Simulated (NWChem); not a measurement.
System: MgH2SO; SMILES [OH][Mg][SH]

Excerpt of the output:

```
             Northwest Computational Chemistry Package (NWChem) 7.3.0
             --------------------------------------------------------

                             Geometry "geometry" -> ""
                             -------------------------

 Output coordinates in angstroms (scale by  1.889725989 to convert to a.u.)

  No.       Tag          Charge          X              Y              Z
 ---- ---------------- ---------- -------------- -------------- --------------
    1 Mg                  12.0000     0.00430900    -0.59069300    -0.10272800
    2 O                    8.0000    -0.19304700    -2.37472800    -0.18506700
    3 H                    1.0000    -0.05774600    -3.05882000     0.47753500
    4 S                   16.0000     0.24926200     1.70231400    -0.08986000
    5 H                    1.0000    -1.03130300     1.91288100     0.29827100

 Effective nuclear repulsion energy (a.u.)     107.1470881580

  pbe96 is a nonlocal functional; adding pw91lda local functional.

                                 NWChem DFT Module
                                 -----------------

 Summary of "ao basis" -> "ao basis" (spherical)
 ------------------------------------------------------------------------------
       Tag                 Description            Shells   Functions and Types
 ---------------- ------------------------------  ------  ---------------------
 Mg                         6-311g**                12       26   6s5p1d
 O                          6-311g**                 8       18   4s3p1d
 H                          6-311g**                 4        6   3s1p
 S                          6-311g**                12       26   6s5p1d

            General Information
            -------------------
          SCF calculation type: DFT
          Wavefunction type:  closed shell.
          No. of atoms     :     5
          No. of electrons :    38
           Alpha electrons :    19
            Beta electrons :    19
          Charge           :     0
          Spin multiplicity:     1
          Use of symmetry is: off; symmetry adaption is: off
          Maximum number of iterations: 150
          AO basis - number of functions:    82
                     number of shells:    40
          Convergence on energy requested:  1.00D-06
          Convergence on density requested:  1.00D-05
          Convergence on gradient requested:  5.00D-04

              XC Information
              --------------
          PerdewBurkeErnzerhof Exchange Functional  1.000
            Perdew 1991 LDA Correlation Functional  1.000 local
           PerdewBurkeErnz. Correlation Functional  1.000 non-local

             Grid Information
             ----------------
          Grid used for XC integration:  medium
          Radial quadrature: Mura-Knowles
          Angular quadrature: Lebedev.
          Tag              B.-S. Rad. Rad. Pts. Rad. Cut. Ang. Pts.
          ---              ---------- --------- --------- ---------
          Mg                  1.50       88          10.0       590
          O                   0.60       49          12.0       434
          H                   0.35       45          13.0       434
          S                   1.00       88          12.0       590
          Grid pruning is: on
          Number of quadrature shells:   315
          Spatial weights used:  Erf1

      Superposition of Atomic Density Guess
      -------------------------------------

 Sum of atomic energies:        -672.86117023

      Non-variational initial energy
      ------------------------------

 Total energy =    -673.194786
 1-e energy   =   -1145.896965
 2-e energy   =     365.555090
 HOMO         =      -0.332896
 LUMO         =      -0.087426

[...]

                                NWChem TDDFT Module
                                -------------------

            General Information
            -------------------
           No. of orbitals :     164
            Alpha orbitals :      82
             Beta orbitals :      82
        Alpha frozen cores :       0
         Beta frozen cores :       0
     Alpha frozen virtuals :       0
      Beta frozen virtuals :       0
         Spin multiplicity :       1
    Number of AO functions :      82
        Use of symmetry is : off
      Symmetry adaption is : off
         Schwarz screening :  0.10D-07

              XC Information
              --------------
   PerdewBurkeErnzerhof Exchange Functional   1.00
     Perdew 1991 LDA Correlation Functional   1.00 local
    PerdewBurkeErnz. Correlation Functional   1.00 non-local

             TDDFT Information
             -----------------
          Calculation type : Tamm-Dancoff TDDFT
         Wavefunction type : Restricted singlets
          No. of electrons :      38
           Alpha electrons :      19
            Beta electrons :      19
              No. of roots :       6
          Max subspacesize :    5200
            Max iterations :     100
               Target root :       1
           Target symmetry : none
             Energy Cutoff :-0.18D+02
      Symmetry restriction : off
                 Algorithm : Optimal
        Davidson threshold :  0.10D-03

    6 smallest eigenvalue differences (eV)
--------------------------------------------------------
  No. Spin  Occ  Vir  Irrep   E(Occ)    E(Vir)   E(Diff)
--------------------------------------------------------
    1    1    3   20 a       -18.690    -0.076   506.505
    2    1    3   21 a       -18.690    -0.023   507.933
    3    1    3   22 a       -18.690    -0.017   508.120
    4    1    3   23 a       -18.690    -0.002   508.525
    5    1    3   24 a       -18.690     0.033   509.465
    6    1    3   25 a       -18.690     0.083   510.829
--------------------------------------------------------

  Entering Davidson iterations
  Restricted singlet excited states

  Iter   NTrls   NConv    DeltaV     DeltaE      Time
  ----  ------  ------  ---------  ---------  ---------
    1      6       0     0.80E-01   0.10+100        1.7
    2     12       0     0.52E-03   0.89E-03        1.7
    3     18       6     0.16E-04   0.23E-06        1.7
  ----  ------  ------  ---------  ---------  ---------
  Convergence criterion met

  Ground state a        -674.435532526615 a.u.

  ----------------------------------------------------------------------------
  Root   1 singlet a             18.618548685 a.u.              506.6367 eV
  ----------------------------------------------------------------------------
     Transition Moments    X  0.00314   Y  0.01389   Z  0.00859
     Dipole Oscillator Strength                    0.0034343331
     Electric Quadrupole                           0.0002343255
     Magnetic Dipole                               0.0000684510
     Total Oscillator Strength                     0.0037371096

     Occ.    3  a   ---  Virt.   20  a        0.99872
  ----------------------------------------------------------------------------
  Root   2 singlet a             18.668935078 a.u.              508.0078 eV
  ----------------------------------------------------------------------------
     Transition Moments    X  0.02015   Y -0.00236   Z -0.00711
     Dipole Oscillator Strength                    0.0057515407
     Electric Quadrupole                           0.0003309723
     Magnetic Dipole                               0.0005422616
     Total Oscillator Strength                     0.0066247746

     Occ.    3  a   ---  Virt.   21  a        0.99923
  ----------------------------------------------------------------------------
  Root   3 singlet a             18.675012745 a.u.              508.1732 eV
  ----------------------------------------------------------------------------
     Transition Moments    X  0.00690   Y  0.00283   Z  0.01629
     Dipole Oscillator Strength                    0.0039968232
     Electric Quadrupole                           0.0002369447
     Magnetic Dipole                               0.0003572019
     Total Oscillator Strength                     0.0045909698

     Occ.    3  a   ---  Virt.   22  a        0.99951
  ----------------------------------------------------------------------------
  Root   4 singlet a             18.690194587 a.u.              508.5863 eV
  ----------------------------------------------------------------------------
     Transition Moments    X  0.00597   Y -0.00172   Z -0.00088
     Dipole Oscillator Strength                    0.0004904352
     Electric Quadrupole                           0.0000317448
     Magnetic Dipole                               0.0000475783
     Total Oscillator Strength                     0.0005697582

     Occ.    3  a   ---  Virt.   23  a       -0.99620
     Occ.    3  a   ---  Virt.   24  a        0.06888
  ----------------------------------------------------------------------------
  Root   5 singlet a             18.726911764 a.u.              509.5854 eV
  ----------------------------------------------------------------------------
     Transition Moments    X -0.00290   Y -0.01624   Z  0.00453
     Dipole Oscillator Strength                    0.0036525843
     Electric Quadrupole                           0.0002614865
     Magnetic Dipole                               0.0000477840
     Total Oscillator Strength                     0.0039618548

[...]
```

Level: PBE/6-311G** (spherical d), restricted-window TDA. The geometry was optimised at B3LYP/6-31G* (spherical d). The quadrupole and magnetic terms of the printed total strengths depend on the origin.

Task: Reconstruct the input file.

Result: Several could match; the one computed here: the input that was run:
```
start job
memory heap 200 mb stack 900 mb global 1100 mb
geometry units angstroms noautosym nocenter noautoz
  Mg     0.004309    -0.590693    -0.102728
  O     -0.193047    -2.374728    -0.185067
  H     -0.057746    -3.058820     0.477535
  S      0.249262     1.702314    -0.089860
  H     -1.031303     1.912881     0.298271
end
basis spherical
  Mg library 6-311g**
  O library 6-311g**
  H library 6-311g**
  S library 6-311g**
end
dft
  xc xpbe96 cpbe96
  iterations 150
end
tddft
  cis
  ecut -17.5
  nroots 6
  notriplet
end
task tddft energy
```
